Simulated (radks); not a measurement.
Cs3+, 52 electrons, occupied as [Kr] 4d10 5s2 5p4.

Calculated with a radial shooting solver on a logarithmic mesh with Libxc functionals: Dirac Kohn-Sham, Wu-Cohen GGA, spin-unpolarised, spherical densities, finite nucleus; open shells are shared between the two j in proportion to 2j + 1; Fermi nuclear charge, rms radius 4.8041 fm.

Energy parts (eV):
| part | energy |
|---|---|
| total | -211892.09 |
| kinetic | 225631.68 |
| electron-nucleus | -513744.62 |
| Hartree | 81416.13 |
| exchange-correlation | -5195.29 |

Orbitals (lengths in bohr, moments of r in powers of bohr):
| orbital | occ. | eigenvalue (eV) | <1/r> |
|---|---|---|---|
| 1s1/2 | 2 | -35794.66 | 59.39 |
| 2s1/2 | 2 | -5638.162 | 13.92 |
| 2p1/2 | 2 | -5307.196 | 13.90 |
| 2p3/2 | 4 | -4954.873 | 12.73 |
| 3s1/2 | 2 | -1195.788 | 4.987 |
| 3p1/2 | 2 | -1057.343 | 4.900 |
| 3p3/2 | 4 | -989.8388 | 4.610 |
| 3d3/2 | 4 | -746.1042 | 4.470 |
| 3d5/2 | 6 | -731.7710 | 4.396 |
| 4s1/2 | 2 | -249.6107 | 2.037 |
| 4p1/2 | 2 | -199.8890 | 1.930 |
| 4p3/2 | 4 | -186.0604 | 1.836 |
| 4d3/2 | 4 | -105.0929 | 1.603 |
| 4d5/2 | 6 | -102.7914 | 1.580 |
| 5s1/2 | 2 | -54.0763 | 0.7904 |
| 5p1/2 | 1.33333 | -40.9953 | 0.7002 |
| 5p3/2 | 2.66667 | -38.9884 | 0.6712 |

The highest occupied level is 5p3/2 at -38.988 eV. The electron density at the nucleus is 2.96e+05 e/bohr^3. Summed over all electrons, <r^2> = 37.40 bohr^2, which gives a Langevin (diamagnetic) susceptibility term of -29.6 x 10^-6 cm^3/mol. The density falls to 0.001 e/bohr^3 at r = 3.60 bohr.

Run on one thread of a shared host, so times are rough (Arm Neoverse N1): 0.16 s of CPU time, 0.16 s wall, 14 iterations on 2213 mesh points.
